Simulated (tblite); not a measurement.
Species: C7H9 (doublet state).
Bonds: C1–C2, C2–C3, C3–C4, C4–C5 (double), C5–C6, C6–C7 (double), C3–C7. Hydrogens: H8, H9, H10 on C1; H11, H12 on C2; H13 on C4; H14 on C5; H15 on C6; H16 on C7.
Bond orders are those of one Lewis drawing.

Computed with GFN2-xTB (tblite), gas phase: L-BFGS steps from a force-field or distance-geometry start until the largest atomic force falls under 0.01 eV/Å.

Step 5: E = -530.4355 eV
```
atom  x, y, z in Å  |  force x, y, z in eV/Å
C1     -2.1465   -0.4287   -0.5609   -0.030   0.000   0.002
C2     -1.2383   -0.4383    0.6790    0.023   0.001   0.002
C3      0.1395   -0.0272    0.3353    0.072  -0.006   0.003
C4      1.1970   -0.8916   -0.0767    0.001  -0.026  -0.011
C5      2.3015   -0.1303   -0.3044    0.071   0.028  -0.018
C6      1.9554    1.2588   -0.0389    0.058   0.016  -0.031
C7      0.6489    1.3033    0.3417    0.020   0.022  -0.003
H8     -3.1505   -0.7293   -0.2717   -0.026   0.003  -0.042
H9     -2.1901    0.5667   -0.9983    0.025  -0.022   0.033
H10    -1.7772   -1.1202   -1.3152    0.024   0.016   0.039
H11    -1.2269   -1.4476    1.0976   -0.016  -0.005  -0.006
H12    -1.6502    0.2487    1.4216   -0.030   0.006   0.001
H13     1.1261   -1.9584   -0.1763   -0.064  -0.002   0.010
H14     3.2723   -0.4663   -0.6214   -0.025   0.006   0.005
H15     2.6343    2.0869   -0.1360   -0.016  -0.028   0.003
H16     0.0970    2.1823    0.6132   -0.085  -0.009   0.013
```

Step 6: E = -530.4362 eV
```
atom  x, y, z in Å  |  force x, y, z in eV/Å
C1     -2.1474   -0.4288   -0.5605   -0.001  -0.003   0.016
C2     -1.2386   -0.4385    0.6794    0.034   0.009   0.007
C3      0.1405   -0.0276    0.3356    0.040  -0.005   0.005
C4      1.1975   -0.8910   -0.0765    0.034   0.010  -0.019
C5      2.3031   -0.1294   -0.3054   -0.016  -0.002   0.010
C6      1.9570    1.2591   -0.0396   -0.013  -0.002  -0.012
C7      0.6501    1.3030    0.3415    0.032   0.028  -0.006
H8     -3.1518   -0.7293   -0.2730   -0.025   0.002  -0.036
H9     -2.1890    0.5662   -0.9973    0.017  -0.003   0.024
H10    -1.7761   -1.1195   -1.3139    0.020   0.003   0.025
H11    -1.2270   -1.4488    1.0971   -0.017   0.018  -0.005
H12    -1.6512    0.2499    1.4216   -0.013  -0.019  -0.010
H13     1.1235   -1.9566   -0.1758   -0.050  -0.040   0.003
H14     3.2723   -0.4662   -0.6214    0.018  -0.007  -0.012
H15     2.6347    2.0867   -0.1361    0.012   0.006  -0.002
H16     0.0948    2.1798    0.6131   -0.070   0.003   0.012
```

Q: Estimate the geometry and energy of step 7. (The exact step hangs on the optimiser's Hessian estimate; all steps are aligned on step 6, rigid shifts and turns removed.)

A: E = -530.4367 eV, largest force 0.056 eV/Å
```
atom  x, y, z in Å  |  force x, y, z in eV/Å
C1     -2.1480   -0.4289   -0.5599    0.021  -0.003   0.019
C2     -1.2381   -0.4384    0.6796    0.023   0.009   0.010
C3      0.1419   -0.0279    0.3358    0.015   0.010   0.004
C4      1.1983   -0.8909   -0.0768    0.024   0.018  -0.012
C5      2.3041   -0.1289   -0.3059   -0.043  -0.018   0.015
C6      1.9581    1.2595   -0.0404   -0.053  -0.003   0.003
C7      0.6513    1.3037    0.3413    0.024   0.005  -0.006
H8     -3.1531   -0.7293   -0.2745   -0.016   0.002  -0.027
H9     -2.1880    0.5658   -0.9962    0.010   0.011   0.016
H10    -1.7750   -1.1190   -1.3126    0.018  -0.006   0.013
H11    -1.2275   -1.4492    1.0968   -0.013   0.028  -0.002
H12    -1.6522    0.2503    1.4214    0.002  -0.028  -0.014
H13     1.1209   -1.9562   -0.1753   -0.033  -0.045  -0.001
H14     3.2726   -0.4662   -0.6216    0.038  -0.011  -0.019
H15     2.6351    2.0865   -0.1361    0.032   0.027  -0.008
H16     0.0920    2.1782    0.6132   -0.049   0.004   0.007
```

The energy changes by -0.0005 eV. The first-order estimate −F·Δx gives -0.0007 eV and the mean of the old and new forces, exact on a quadratic surface, -0.0005 eV. The step makes an angle of 44° with the force vector and moves no atom by more than 0.003 Å.

The cost below is that of the whole relaxation. The run took 0.14 s of wall time on one thread of an Arm Neoverse V2, no GPU, shared host with 96 logical CPUs at a one-minute load of 75.
